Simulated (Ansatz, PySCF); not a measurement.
Molecule: sum formula HSiO (charge 0, doublet). It need not be the lowest isomer of its formula. 
Coordinates optimised at B3LYP-D3(BJ)/def2-TZVP (Ansatz, a quantum-chemistry and plane-wave program):
SMILES: O[Si]
```xyz
3

Si    -0.4756    -0.2396    -0.4065
O      0.7270     0.2681     0.6132
H      0.8420     1.2098     0.7857
```
Charge 0, spin multiplicity 2.

Property: atomisation energy (electronic, to ground-state atoms), in eV. Valence correlation only, unless marked. UHF or UKS for open shells. Spin-orbit coupling is left out. Non-relativistic. The coupled-cluster limit lacks core correlation, which all-electron functionals hold. CBS(X,Y): correlation extrapolated as X^-3; Hartree-Fock from the larger set.

```json
[
 {"level": "HF/cc-pV(Q+d)Z", "program": "Ansatz", "atomisation energy (eV)": "6.49"},
 {"level": "PBE-D3(BJ)/def2-TZVPD", "program": "Ansatz + dftd3", "atomisation energy (eV)": "10.03"},
 {"level": "TPSS/def2-TZVPD", "program": "PySCF", "atomisation energy (eV)": "9.71"},
 {"level": "BHLYP-D4/def2-TZVPD", "program": "Ansatz + dftd4", "atomisation energy (eV)": "9.25"},
 {"level": "MP2/cc-pV(D+d)Z", "program": "Ansatz", "atomisation energy (eV)": "8.82"},
 {"level": "MP2/def2-QZVPP", "program": "Ansatz", "atomisation energy (eV)": "9.99"},
 {"level": "SCS-MP2/def2-TZVPPD", "program": "Ansatz", "atomisation energy (eV)": "9.70"}
]
```

Question: Estimate the value at CCSD(T)/CBS(def2-TZVPPD,def2-QZVPPD) as computed with Ansatz.

Answer: 9.82 eV
